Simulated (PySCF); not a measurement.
Trifluoroacetate, C2F3O2 (charge -1).
SMILES: `O=C([O-])C(F)(F)F`

Method used: PBE0-D3(BJ)/def2-SVP geometry optimisation, gas phase in PySCF.

Take the most abundant isotopes and a rigid rotor. 

Task: Give the principal moments of inertia and the rotational constants in GHz.

Result: Ia = 129.21, Ib = 198.95, Ic = 239.85 u·Å²; 505379 MHz·u·Å²/I gives 3911, 2540 and 2107 MHz, that is A = 3.9112, B = 2.5402, C = 2.1071 GHz.

Task: Classify the top.

Result: An asymmetric top. Ray's parameter κ = (2B − A − C)/(A − C) = -0.520; −1 is the prolate and +1 the oblate limit.

Task: Is it planar, by Δ = Ic − Ia − Ib?

Result: Not planar: Δ = Ic − Ia − Ib = -88.32 u·Å². For a rigid frame Δ = −2 Σ m c², so Σ m c² = 44.16 u·Å² lies off the ab plane. The atom farthest from that plane is 1.11 Å away.

Task: Give the other two planar moments, Paa and Pbb, and the rms extents of the mass along the axes.

Result: Paa = Σ m a² = (Ib + Ic − Ia)/2 = 154.79 and Pbb = Σ m b² = (Ia + Ic − Ib)/2 = 85.05 u·Å². With the mass M = 112.99 u, the rms extents √(P/M) along a, b and c are 1.17, 0.87, 0.63 Å.

Task: Give the coordinates in the principal-axis frame, origin at the centre of mass.

Result: The sense of each axis is arbitrary; atoms in the order of the calculation.
| atom | mass (u) | a (Å) | b (Å) | c (Å) |
| --- | --- | --- | --- | --- |
| O1 | 15.995 | 1.607 | -1.130 | -0.002 |
| C2 | 12.000 | 1.084 | -0.010 | -0.005 |
| O3 | 15.995 | 1.546 | 1.139 | -0.002 |
| C4 | 12.000 | -0.486 | -0.013 | -0.002 |
| F5 | 18.998 | -1.000 | 0.680 | -1.041 |
| F6 | 18.998 | -0.990 | 0.564 | 1.112 |
| F7 | 18.998 | -1.043 | -1.236 | -0.065 |

Task: List the rotational levels J(Ka,Kc) to J = 4 (cm⁻¹).

Result: Above 0(0,0):
J = 1: 1(0,1) 0.1550, 1(1,1) 0.2007, 1(1,0) 0.2152
J = 2: 2(0,2) 0.4621, 2(1,2) 0.4963, 2(1,1) 0.5397, 2(2,1) 0.6769, 2(2,0) 0.6798
J = 3: 3(0,3) 0.9162, 3(1,3) 0.9380, 3(1,2) 1.0243, 3(2,2) 1.1419, 3(2,1) 1.1558, 3(3,1) 1.4084, 3(3,0) 1.4087
J = 4: 4(0,4) 1.5123, 4(1,4) 1.5243, 4(1,3) 1.6662, 4(2,3) 1.7597, 4(2,2) 1.7975, 4(3,2) 2.0333, 4(3,1) 2.0359, 4(4,1) 2.3997, 4(4,0) 2.3998
The levels of one J sum to (2J + 1)J(J + 1)(A + B + C)/3.

Task: Predict some low-J microwave lines.

Result: The dipole components (about the centre of mass, as the species is charged) are |μa| = 4.87 D, |μb| = 0.13 D, |μc| = 0.01 D. The squared components, which scale the intensities, stand as 1.00 : 0.00 : 0.00 (a : b : c). Some lines, for components of 0.1 D or more:

```csv
type,branch,"J(Ka,Kc)",MHz,lower level (cm⁻¹)
a,Q,"3(2,1) ← 3(2,2)",416,1.142
a,Q,"1(1,0) ← 1(1,1)",433,0.201
b,Q,"1(1,0) ← 1(0,1)",1804,0.155
b,Q,"2(1,1) ← 2(0,2)",2325,0.462
a,Q,"3(1,2) ← 3(1,3)",2587,0.938
b,Q,"3(2,1) ← 3(1,2)",3940,1.024
b,R,"1(1,1) ← 0(0,0)",6018,0.000
b,Q,"3(2,2) ← 3(1,3)",6112,0.938
b,Q,"3(3,0) ← 3(2,1)",7583,1.156
b,R,"2(0,2) ← 1(1,1)",7836,0.201
a,R,"2(1,2) ← 1(1,1)",8861,0.201
a,R,"2(0,2) ← 1(0,1)",9207,0.155
b,R,"2(1,2) ← 1(0,1)",10232,0.155
b,R,"3(1,2) ← 2(2,1)",10417,0.677
b,R,"3(0,3) ← 2(1,2)",12588,0.496
a,R,"3(1,3) ← 2(1,2)",13242,0.496
b,R,"2(2,1) ← 1(1,0)",13841,0.215
a,R,"3(2,2) ← 2(2,1)",13942,0.677
b,R,"3(1,3) ← 2(0,2)",14267,0.462
b,R,"2(2,0) ← 1(1,1)",14361,0.201
a,R,"3(1,2) ← 2(1,1)",14530,0.540
b,R,"3(2,2) ← 2(1,1)",18055,0.540
b,R,"3(2,1) ← 2(1,2)",19770,0.496
b,R,"3(3,1) ← 2(2,0)",21842,0.680
```

Whether it is a minimum is left open (no frequencies). The geometry's basis has no diffuse functions, a weakness for an anion. No vibrational averaging or centrifugal distortion is included, and the geometry carries the error of its method.

The values belong to the conformer `[O:1]=[C:2]([O-:3])[C:4]([F:5])([F:6])[F:7]`: O1–C2–C4–F5 -124°.
